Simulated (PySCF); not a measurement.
# A small calculation by hand: entropy of an ideal gas

CdI, SMILES [Cd+][I], charge +1.

Coordinates come from a r2SCAN-D4/def2-TZVP optimisation. The spin state was assumed, not searched. The def2 effective core potentials stand for the cores of Cd, I; spin–orbit coupling is left out.

r2SCAN-D4/def2-TZVP (PySCF) gives the harmonic wavenumbers 218 cm⁻¹ and the rotational temperature 0.0624 K. The molar mass is 239.32 g/mol, the symmetry number 1, the spin multiplicity 1.

Work out the entropy at 298.15 K and 1 atm in the rigid-rotor, harmonic-oscillator model.


Translation (Sackur–Tetrode at 1 atm): S = R[1.5 ln M + 2.5 ln T − 1.16487] = 177.1 J/(mol K).
Rotation: q = T/(σ θ) = 4780, S = R[ln q + 1] = 78.8 J/(mol K).
Vibration: with u = 1.4388 ν/T, each mode gives R[u/(e^u − 1) − ln(1 − e^−u)]:
```tsv
ν (cm⁻¹)	modes	u	S (J/(mol K))
218	1	1.05	8.27
```
These are all the modes. Sum 8.3 J/(mol K).
Spin: R ln 1 = 0.0 J/(mol K).
Total 264.1 J/(mol K); the program's own thermochemistry gives 264.1. Translation makes up 67 % and vibration 3 %. Anharmonicity, hindered rotation and orbital degeneracy are left out.
